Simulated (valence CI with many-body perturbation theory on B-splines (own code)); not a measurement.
E1 transitions of Au⁷⁺

Calculated by configuration interaction combined with many-body perturbation theory (CI+MBPT): four valence electrons over a frozen Dirac-Fock core [Xe] 4f14, radial functions for each j: 7 s, 7 p, 8 d, 6 f, 4 g, 1 h, with the one-electron correlation potential Σ1, the two-electron term Σ2, the three-electron term Σ3, Breit, model QED; selected CI, second order for the rest, scaled by the run's own slope (own B-spline code, finite nucleus).

No measured spectrum was set against this ion. As an estimate, terms of the open shell hold to 2 to 4 % of their energy, and close levels can change places; different configurations can be misplaced against each other by 1,000 to 8,000 cm⁻¹. The list stops below the first excitations out of the core.

Lines 1 to 50 of 506 in falling wavelength, among levels below 41.486 eV, chosen from the strongest by gf and those to the six lowest levels. Wavelengths and rates use the calculated energies, so an error of 2000 cm⁻¹ moves a line at 1719 Å by 3.4 % and its rate by three times that or more. Electric multipoles are in the length gauge, E1 and E2 with the static RPA response of the core. Weak lines are less certain than strong ones. Lines between different terms over intervals too small for the method are left out, as are lines whose strength nearly cancels. Where a level lies close to another of its J and parity, the split of strength between their lines is uncertain. The highest levels of a list are the least certain.

Levels are named by their leading jj configuration (3d3/2^4 stands for four electrons in 3d with j = 3/2), which in mixed levels can hold well under half, so a name can repeat and another be missing. Letters in brackets count levels of one name in rising energy.

```
λ vac (Å)                          Upper                       Lower   A (s⁻¹)  log gf  Branch %
     1719  (5d3/2^2 5d5/2 6p1/2) J=4 [b]  (5d3/2 5d5/2^2 6s) J=3 [e]  1.19e+06   -2.33       0.0
     1696  (5d3/2^2 5d5/2 6p1/2) J=2 [a]  (5d3/2 5d5/2^2 6s) J=1 [b]  3.99e+06   -2.07       0.0
     1674      (5d3/2^2 5d5/2 6p1/2) J=5  (5d3/2 5d5/2^2 6s) J=4 [c]  1.34e+06   -2.21       0.0
     1605  (5d3/2^2 5d5/2 6p1/2) J=4 [a]  (5d3/2 5d5/2^2 6s) J=3 [c]  1.25e+06   -2.36       0.0
     1600  (5d3/2^2 5d5/2 6p1/2) J=4 [a]  (5d3/2 5d5/2^2 6s) J=5 [b]  1.45e+06   -2.30       0.0
     1560  (5d3/2^2 5d5/2 6p1/2) J=3 [a]  (5d3/2 5d5/2^2 6s) J=2 [a]  1.45e+06   -2.43       0.0
     1556            (5d3/2^3 6p1/2) J=2  (5d3/2^2 5d5/2 6s) J=1 [b]  5.52e+06   -2.00       0.3
     1548  (5d3/2^2 5d5/2 6p1/2) J=4 [b]  (5d3/2 5d5/2^2 6s) J=4 [c]  9.67e+05   -2.50       0.0
     1546  (5d3/2^2 5d5/2 6p1/2) J=1 [a]      (5d3/2 5d5/2^2 6s) J=0  5.31e+06   -2.24       0.1
     1517      (5d3/2^2 5d5/2 6p1/2) J=5  (5d3/2 5d5/2^2 6s) J=5 [b]  1.40e+06   -2.27       0.0
     1504  (5d3/2 5d5/2^2 6p1/2) J=4 [a]  (5d3/2 5d5/2^2 6s) J=3 [e]  8.62e+05   -2.58       0.0
     1499            (5d3/2^3 6p3/2) J=3  (5d3/2 5d5/2^2 6s) J=3 [e]  1.90e+06   -2.35       0.0
     1495            (5d3/2^3 6p1/2) J=1      (5d3/2^2 5d5/2 6s) J=0  9.23e+06   -2.03       0.1
     1488  (5d3/2 5d5/2^2 6p1/2) J=4 [a]            (5d5/2^3 6s) J=4  2.69e+06   -2.09       0.0
     1484            (5d3/2^3 6p3/2) J=3            (5d5/2^3 6s) J=4  2.39e+06   -2.26       0.0
     1477            (5d3/2^3 6p1/2) J=2  (5d3/2^2 5d5/2 6s) J=3 [b]  1.59e+06   -2.58       0.1
     1476  (5d3/2 5d5/2^2 6p1/2) J=3 [a]        (5d5/2^3 6s) J=2 [a]  1.71e+06   -2.41       0.0
     1471  (5d3/2^2 5d5/2 6p1/2) J=2 [b]  (5d3/2 5d5/2^2 6s) J=1 [b]  2.02e+06   -2.48       0.0
     1470  (5d3/2^2 5d5/2 6p1/2) J=3 [a]  (5d3/2 5d5/2^2 6s) J=3 [b]  5.06e+06   -1.94       0.1
     1463  (5d3/2 5d5/2^2 6p1/2) J=3 [a]  (5d3/2 5d5/2^2 6s) J=3 [e]  3.76e+06   -2.07       0.0
     1447  (5d3/2 5d5/2^2 6p1/2) J=3 [a]            (5d5/2^3 6s) J=4  5.65e+06   -1.91       0.0
     1440  (5d3/2^2 5d5/2 6p1/2) J=2 [a]  (5d3/2 5d5/2^2 6s) J=3 [b]  1.71e+07   -1.58       0.2
     1434  (5d3/2^2 5d5/2 6p1/2) J=3 [a]  (5d3/2 5d5/2^2 6s) J=4 [a]  2.03e+06   -2.36       0.1
     1430  (5d3/2^2 5d5/2 6p1/2) J=2 [b]  (5d3/2 5d5/2^2 6s) J=2 [b]  5.72e+06   -2.06       0.1
     1417      (5d3/2^2 5d5/2 6p1/2) J=5      (5d3/2 5d5/2^2 6s) J=6  9.01e+05   -2.53       0.0
     1413  (5d3/2 5d5/2^2 6p1/2) J=2 [b]            (5d5/2^3 6s) J=1  4.61e+06   -2.16       0.1
     1413      (5d3/2 5d5/2^2 6p1/2) J=5            (5d5/2^3 6s) J=4  6.99e+06   -1.64       0.1
     1412  (5d3/2^2 5d5/2 6p1/2) J=4 [b]  (5d3/2 5d5/2^2 6s) J=5 [b]  1.23e+06   -2.48       0.0
     1412  (5d3/2^2 5d5/2 6p1/2) J=3 [b]  (5d3/2 5d5/2^2 6s) J=2 [b]  7.33e+06   -1.81       0.1
     1403  (5d3/2^2 5d5/2 6p1/2) J=4 [a]  (5d3/2 5d5/2^2 6s) J=4 [b]  1.53e+06   -2.39       0.0
     1398      (5d3/2 5d5/2^2 6p1/2) J=0            (5d5/2^3 6s) J=1  4.73e+07   -1.86       0.5
     1397  (5d3/2 5d5/2^2 6p1/2) J=4 [a]            (5d5/2^3 6s) J=5  2.65e+06   -2.16       0.0
     1393            (5d3/2^3 6p1/2) J=2  (5d3/2^2 5d5/2 6s) J=2 [b]  1.08e+07   -1.80       0.6
     1392  (5d3/2 5d5/2^2 6p1/2) J=4 [b]  (5d3/2 5d5/2^2 6s) J=3 [e]  5.93e+06   -1.81       0.0
     1381      (5d3/2^2 5d5/2 6p1/2) J=0  (5d3/2 5d5/2^2 6s) J=1 [a]  2.68e+07   -2.12       0.3
     1380  (5d3/2^2 5d5/2 6p1/2) J=1 [b]      (5d3/2 5d5/2^2 6s) J=0  9.70e+06   -2.08       0.1
     1378  (5d3/2^2 5d5/2 6p1/2) J=2 [b]  (5d3/2 5d5/2^2 6s) J=1 [a]  6.32e+06   -2.05       0.1
     1378  (5d3/2 5d5/2^2 6p1/2) J=4 [b]            (5d5/2^3 6s) J=4  2.60e+06   -2.18       0.0
     1372  (5d3/2^2 5d5/2 6p1/2) J=1 [a]  (5d3/2 5d5/2^2 6s) J=2 [a]  6.47e+06   -2.26       0.1
     1355  (5d3/2 5d5/2^2 6p1/2) J=2 [a]  (5d3/2 5d5/2^2 6s) J=2 [d]  6.97e+06   -2.02       0.0
     1351      (5d3/2 5d5/2^2 6p1/2) J=1        (5d5/2^3 6s) J=2 [a]  3.17e+06   -2.58       0.0
     1350  (5d3/2^2 5d5/2 6p1/2) J=1 [b]  (5d3/2 5d5/2^2 6s) J=1 [b]  4.60e+06   -2.42       0.0
     1348  (5d3/2 5d5/2^2 6p1/2) J=2 [b]        (5d5/2^3 6s) J=2 [a]  4.96e+06   -2.17       0.1
     1342  (5d3/2 5d5/2^2 6p1/2) J=3 [a]  (5d3/2 5d5/2^2 6s) J=2 [d]  5.97e+06   -1.95       0.0
     1341  (5d3/2^2 5d5/2 6p1/2) J=2 [b]  (5d3/2 5d5/2^2 6s) J=2 [a]  5.39e+06   -2.14       0.1
     1339      (5d3/2^2 5d5/2 6p1/2) J=5  (5d3/2 5d5/2^2 6s) J=4 [b]  1.79e+07   -1.28       0.4
     1339            (5d3/2^3 6p3/2) J=3  (5d3/2 5d5/2^2 6s) J=2 [c]  9.55e+06   -1.75       0.1
     1338  (5d3/2 5d5/2^2 6p1/2) J=2 [b]  (5d3/2 5d5/2^2 6s) J=3 [e]  4.70e+06   -2.20       0.1
     1337  (5d3/2 5d5/2^2 6p1/2) J=3 [a]  (5d3/2 5d5/2^2 6s) J=4 [c]  3.19e+06   -2.22       0.0
     1336  (5d3/2^2 5d5/2 6p1/2) J=3 [b]  (5d3/2 5d5/2^2 6s) J=4 [b]  1.21e+07   -1.65       0.1
```

How does gf follow from A for the line at 1392 Å?

gf = 1.4992 × (2J+1)_upper × A / σ², with σ = 71836 cm⁻¹ and 2J+1 = 9: gf = 0.0155.
